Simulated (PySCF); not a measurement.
## Ionisation energy of Br by level of theory

Br [Ar] 3d10 4s2 4p5 [4p1/2^2 4p3/2^3, M_J = 3/2] → Br+ [Ar] 3d10 4s2 4p4 [4p1/2^2 4p3/2^2, M_J = 2], as a difference of total energies. Computed with PySCF 2.14 in x2c-SVPall-2c with one added diffuse shell each of s, p, d type (6s7p4d, 47 functions), with the two-component X2C-1e Hamiltonian. Correlated levels: [Ne] frozen. "Screened" scales the spin-orbit matrix elements by Boettger's factors to mimic the two-electron term; Breit and QED terms are absent.

| method | ionisation energy (eV) | error (eV) |
| --- | --- | --- |
| GHF (spin-free) | 10.819 | -0.995 |
| GMP2 (spin-free) | 11.522 | -0.292 |
| GHF (screened spin-orbit) | 10.761 | -1.053 |
| GMP2 (screened spin-orbit) | 11.469 | -0.345 |

Reference: 11.814 eV (measured; NIST Atomic Spectra Database, ionization energies).

The spin-free rows relax to the high-spin LS determinant and lack the spin-orbit shift.

Errors of the correlated levels include the incompleteness of this basis and the frozen core.

The labels give the starting determinants; with spin-orbit coupling the two ends relaxed to ⟨J²⟩ = 3.76, ⟨L²⟩ = 2.01, ⟨S²⟩ = 0.76 and ⟨J²⟩ = 6.01, ⟨L²⟩ = 2.11, ⟨S²⟩ = 1.95.
